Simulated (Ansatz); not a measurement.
A nudged elastic band was laid between two geometries of BrH₄NSn (7 atoms, charge 0, multiplicity 1).

Level of theory: RKS r2SCAN-D4/def2-SVP in Ansatz.

| Item | Value |
| --- | --- |
| movable images | 5 |
| climbing image | yes |
| spring | 5.0 eV/Å² |
| optimiser | quadratic models (default) |
| start path | through a guess of the saddle point |
| force threshold | 0.03 eV/Å |
| iteration limit | 60 |
| end points | relaxed |

Image 0:

```xyz
7
Properties=species:S:1:pos:R:3
N -1.116 0.034 -0.687
Sn 0.608 0.050 0.385
Br 0.731 -2.162 1.564
H -1.624 0.917 -0.669
H -1.029 -0.274 -1.654
H 0.463 1.258 1.584
H 2.029 0.110 -0.569
```

Image 6:

```xyz
7
Properties=species:S:1:pos:R:3
N -0.513 0.106 -0.761
Sn 1.495 0.581 0.480
Br 1.205 -1.903 1.263
H -1.238 0.824 -0.718
H -0.370 -0.150 -1.739
H 0.333 1.200 1.694
H -0.851 -0.725 -0.266
```

Question: Which bonds break or form, and what moves?

Answer: Bonds broken: Sn2–H7. Bonds formed: N1–H7.

Question: Give the energies along the band, and the barrier.

Answer: The forces met the threshold. The highest image is number 1 of 0 to 6, 165.7 kJ/mol above the first end and 270.9 kJ/mol above the last; the last end lies 105.1 kJ/mol below the first. The profile has 2 maxima (images 1, 5) with wells between them (image 3): this band takes more than one step, which may be the mechanism or a detour left from its start path. Neighbouring images differ by up to 2.7 eV, so the band resolves the path poorly. A vibrational analysis at the climbing image gives one clearly imaginary mode, 1183i cm⁻¹: a first-order saddle point. The orbitals stay closed-shell, which can raise the energy where a bond breaks towards radicals; this wasn't checked here.

```
image  path coordinate (Å)  energy (kJ/mol)  Sn2–H7 (Å)  N1–H7 (Å)
    0                 0.00              0.0        1.71       3.15
    1                 1.51            165.7        1.79       1.67
    2                 2.87            -98.1        2.85       1.02
    3                 4.22           -104.9        2.96       1.02
    4                 5.58            -36.5        2.70       1.01
    5                 6.93            -34.8        2.74       1.02
    6                 8.28           -105.1        2.79       1.03
```

Question: What is the geometry of the highest image?

Answer: 
```xyz
7
Properties=species:S:1:pos:R:3:forces:R:3
N -0.614 0.282 -0.865 0.00 0.00 0.00
Sn 0.904 -0.049 0.639 0.00 0.00 0.00
Br 0.458 -2.283 1.778 0.00 0.00 0.00
H -1.450 0.872 -0.845 0.00 0.00 0.00
H -0.755 -0.491 -1.517 0.00 0.00 0.00
H 0.484 1.130 1.837 0.00 0.00 0.00
H 1.036 0.471 -1.072 0.00 0.00 0.00
```

The run took 7.6 min on 2 threads of Arm Neoverse V2, on a shared host, peak memory 0.17 GiB.
